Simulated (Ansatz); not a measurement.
Abridged output of a molecular run in Ansatz:

```
Functional definition: HF
1504 factors; integrals over basis functions are off by at most 1.2e-3 eV
mean field evaluation 1: about -96389.2665 eV, gradient 1.9e1 eV
mean field evaluation 2: about -96389.4300 eV, gradient 2.0e1 eV
mean field evaluation 4: about -96391.2821 eV, gradient 3.0e0 eV
mean field evaluation 8: about -96391.3318 eV, gradient 1.7e-1 eV
mean field evaluation 16: about -96391.3321 eV, gradient 1.3e-6 eV
mean field -96391.33206991 eV, -3542.3161171776 hartree, gradient 1.3e-6 eV, S^2 0.000000; 0 other end points of the search recorded, 0 dependent functions left out
25 core orbitals not correlated: weight in the atoms' cores, before any rotation towards them, 1.000 or more for the frozen orbitals, at most 0.000 for the correlated occupied ones
reference -96391.33206991 eV, -3542.3161171776 hartree; 18, 18 occupied and 204, 204 virtual orbitals, 1504 factors
second order -18.96143946 eV of doubles, -0.00000000 eV of singles
cycle   1  -19.92107811 eV  change   -9.6e-1 eV  update   9.4e-2
cycle   2  -20.46605068 eV  change   -5.4e-1 eV  update   3.0e-2
cycle   3  -20.53039987 eV  change   -6.4e-2 eV  update   1.4e-2
cycle   4  -20.51554828 eV  change    1.5e-2 eV  update   4.6e-3
cycle   5  -20.51631347 eV  change   -7.7e-4 eV  update   2.0e-3
cycle   6  -20.51654286 eV  change   -2.3e-4 eV  update   7.6e-4
cycle   7  -20.51615957 eV  change    3.8e-4 eV  update   3.2e-4
cycle   8  -20.51629253 eV  change   -1.3e-4 eV  update   1.3e-4
cycle   9  -20.51636705 eV  change   -7.5e-5 eV  update   4.7e-5
cycle  10  -20.51633074 eV  change    3.6e-5 eV  update   1.9e-5
perturbative correction -0.76714964 eV, -0.0281922293 hartree
Total energy: -96412.61555029 eV, -3543.0982706552 hartree
```

Its atoms:

Z-matrix (Å, degrees):
```
Al
B 1 2.102
H 1 1.591 2 119.9
H 1 1.590 2 120.1 3 -178.0
Al 2 2.092 1 126.1 3 89.8
H 2 1.203 1 118.9 3 -91.1
Br 5 2.256 2 120.0 1 87.7
Cl 5 2.095 2 122.1 1 -88.7
```

Task: Which basis set was used?
A. cc-pV(D+d)Z
B. def2-TZVPPD
C. def2-SVPD
D. def2-TZVPP

Result: D. It gives 247 functions.

Task: Write the keys of the input that set method, charge and spin (a neutral closed shell needs none for the last two).

Result: 
```yaml
correlation: {method: ccsd_t}
```
